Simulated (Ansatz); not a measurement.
A nudged elastic band was laid between two geometries of GaH$_{5}$O (7 atoms, charge 0, multiplicity 1).

Theory: RKS PBE-D4/def2-SVP (Ansatz).

- movable images: 3
- climbing image: yes
- spring: 5.0 eV/Å²
- optimiser: quadratic models (default)
- start path: through a guess of the saddle point
- force threshold: 0.05 eV/Å
- iteration limit: 60
- end points: relaxed

Image 0:

```xyz
7
Properties=species:S:1:pos:R:3
Ga 0.028 0.109 0.072
H -0.113 0.642 1.567
H 1.410 0.268 -0.678
H -1.308 -0.079 -0.773
O 0.160 -2.019 0.644
H -0.704 -2.416 0.417
H 0.199 -2.052 1.619
```

Image 4:

```xyz
7
Properties=species:S:1:pos:R:3
Ga 0.040 -0.533 -0.411
H -0.024 0.268 2.241
H 1.440 0.157 -0.566
H -1.403 0.085 -0.579
O 0.179 -2.302 -0.050
H -0.690 -2.737 0.021
H 0.130 -0.486 2.211
```

Problem. Which bonds break or form, and what moves?

Solution. Bonds broken: Ga1–H2, O5–H7. Bonds formed: H2–H7. GaH5O becomes GaH3O + H2.

Problem. What energy profile does the band end with?

Solution. The run converged. The highest image is number 2 of 0 to 4, 80.4 kJ/mol above the first end and 65.6 kJ/mol above the last; the last end lies 14.8 kJ/mol above the first. Another band between the same ends (7 images) ends at a top of the same energy, where a vibrational analysis finds 1 clearly imaginary mode. So few images can step over the top or miss a turn of the path. The orbitals stay closed-shell, which can raise the energy where a bond breaks towards radicals; this wasn't checked here.

| image | path coordinate (Å) | energy (kJ/mol) | Ga1–H2 (Å) | O5–H7 (Å) | H2–H7 (Å) |
| --- | --- | --- | --- | --- | --- |
| 0 | 0.00 | 0.0 | 1.59 | 0.98 | 2.71 |
| 1 | 0.71 | 11.8 | 1.62 | 0.99 | 1.81 |
| 2 | 1.41 | 80.4 | 1.87 | 1.36 | 0.99 |
| 3 | 2.18 | 23.3 | 2.42 | 2.16 | 0.78 |
| 4 | 2.94 | 14.8 | 2.77 | 2.90 | 0.77 |

Problem. What is the geometry of the highest image?

Solution. 
```xyz
7
Properties=species:S:1:pos:R:3:forces:R:3
Ga 0.038 -0.204 -0.150 0.01 0.00 0.00
H -0.017 -0.110 1.717 -0.01 0.00 0.00
H 1.447 0.322 -0.581 0.00 0.00 -0.01
H -1.409 0.135 -0.662 0.00 0.00 0.00
O 0.199 -2.050 0.561 0.02 -0.03 -0.01
H -0.627 -2.566 0.492 -0.01 0.01 -0.01
H 0.041 -1.073 1.490 -0.01 0.01 0.02
```

Run time: 43 s on 1 thread of Arm Neoverse V2 (shared host), peak memory 0.12 GiB.
